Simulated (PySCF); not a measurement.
An unknown is described by computed data only.

Elements present: As, C, H, N and Si. Monoisotopic mass: 132.9329 u.

- 13C NMR: chemical shifts (computed TMS as zero) by class: 123.9 (1 C) ppm [GIAO PBE0/pcSseg-1]
- Rotational structure: rotational constants A, B, C: 8.278, 1.545, 1.338 GHz [PBE0-D3(BJ)/def2-SVP]
- UV, first state: lowest singlet excitation: 6.46 eV (192 nm, f = 0.127) [TDDFT wB97X-D/def2-SVPD]
- 1H NMR: chemical shifts (computed TMS as zero) by class: 4.67 (2 H), 2.09 (2 H) ppm [GIAO PBE0/pcSseg-1]
- NMR, other nuclei: isotropic shieldings of nuclei other than C and H, by class: -114 (1 N), 425 (1 Si), 1960 (1 As) ppm [GIAO PBE0/pcSseg-1]
- Polarisability: 76.4 au [wB97X-D/def2-SVPD]
- Dipole: 3.86 D [wB97X-D/def2-SVPD]
- XPS: Si2p3/2 107.9, C1s 291.8, N1s 405.2, Si1s 1847.6 eV [ΔSCF SCAN, pcX-2 on the ionised atom, pcseg-1 elsewhere, spin-free X2C, 2p3/2 from a spin–orbit splitting computed afterwards within the 2p shell]
- Triplet: lowest triplet excitation (Tamm–Dancoff): 5.50 eV [TDA wB97X-D/def2-SVPD]

The electronic properties come from PySCF, for the isolated species, density fitting. Levels stand in brackets. Geometry: PBE0-D3(BJ)/def2-SVP, one conformer, isolated molecule. Relativistic effects, spin–orbit coupling among them, are left out (core-ionisation runs apart) although an element past zinc is present. Each NMR value is the plain mean over a class of atoms that symmetry, rotation or inversion makes alike.

Q: Which formula fits the mass and the elements?

A: CH4AsNSi (calculated 132.9329). No other formula that holds each of these elements comes within 0.0003 u with a fitting electron parity and a possible valence count.

Q: Give a SMILES that accounts for the data.

A: Numbering: `[N:1]#[C:2][SiH2:3][AsH2:4]`. The one carbon: cyano carbon [C2] (123.9 ppm). Hydrogen classes from least to most shielded: 2 H on an SiH2 silicon, Si3 (4.67 ppm), 2 H on an arsenic bonded to Si and 2 H, As4 (2.09 ppm). The other shieldings belong to: -114 ppm, cyano nitrogen [N1]; 425 ppm, SiH2 silicon [Si3]; 1960 ppm, arsenic bonded to Si and 2 H [As4]. The core levels belong to: Si2p3/2 107.9 eV, SiH2 silicon [Si3]; C1s 291.8 eV, cyano carbon [C2]; N1s 405.2 eV, cyano nitrogen [N1]; Si1s 1847.6 eV, SiH2 silicon [Si3]. No core level of As was computed. The hole state at 405.2 eV has ⟨S²⟩ = 0.82 against 0.75, so that value is less sure. The hole state at 291.8 eV has ⟨S²⟩ = 0.82 against 0.75, so that value is less sure. By its constants the optimised geometry is an asymmetric top. Structure: `N#C[SiH2][AsH2]`. The assignments are read from this structure; whether some other isomer fits the data as well wasn't checked. NMR values of atoms bound to As lack the spin–orbit term that these neighbours bring.

Conformer computed: `[N:1]#[C:2][SiH2:3][AsH2:4]`: H–As4–Si3–C2 75°, H–As4–Si3–C2 168°.
